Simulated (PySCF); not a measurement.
Species: C6H6O.
SMILES: `C1=C[C@H]2C=C[C@@H]1O2`

Level: PBE0/def2-SVPD in PySCF, non-relativistic, on one gas-phase PBE0-D3(BJ)/def2-SVP geometry that isn't relaxed in the solvent. The solvent is an IEF-PCM continuum (van der Waals radii × 1.2), and excitations are vertical TDDFT with non-equilibrium linear response and a frozen core. Specific hydrogen bonds and non-electrostatic terms are outside this model.

| run | E − E(gas) (kcal/mol) | HOMO (eV) | HOMO–LUMO gap (eV) | dipole (D) | lowest singlet (eV) | static polarisability (au) |
| --- | --- | --- | --- | --- | --- | --- |
| gas | 0.00 | -6.58 | 5.73 | 1.86 | 4.65 | 63.7 |
| P | -5.30 | -6.64 | 5.81 | 2.49 | 4.71 | 86.8 |
| Q | -5.45 | -6.64 | 5.82 | 2.51 | 4.72 | 87.6 |

Question: The runs were made in acetonitrile and water. Which run belongs to which solvent?

Answer: P = acetonitrile, Q = water. The dielectric constants are 35.69 (acetonitrile), 78.36 (water), and the energy falls further as ε rises. The optical constants n² used for the excitations are 1.81, 1.78 in the same order. In this model the ground state sees the solvent through ε alone.

Question: How constant is the ratio of the lowering to (ε − 1)/(2ε + 1)?

Answer: 
```tsv
solvent	(ε − 1)/(2ε + 1)	E − E(gas) (kcal/mol)	ratio (kcal/mol)	polarisation term (kcal/mol)
acetonitrile	0.479	-5.30	-11.1	-6.20
water	0.490	-5.45	-11.1	-6.41
```

The ratio changes by +0.5 % in size from acetonitrile to water. The polarisation term is half the interaction of the solute with the induced surface charges.

Time: 32 s of wall time; peak memory 0.87 GiB. Hardware: one thread of an Arm Neoverse N1, on a shared host. This is the whole response run at PBE0/def2-SVPD in water, SCF included.
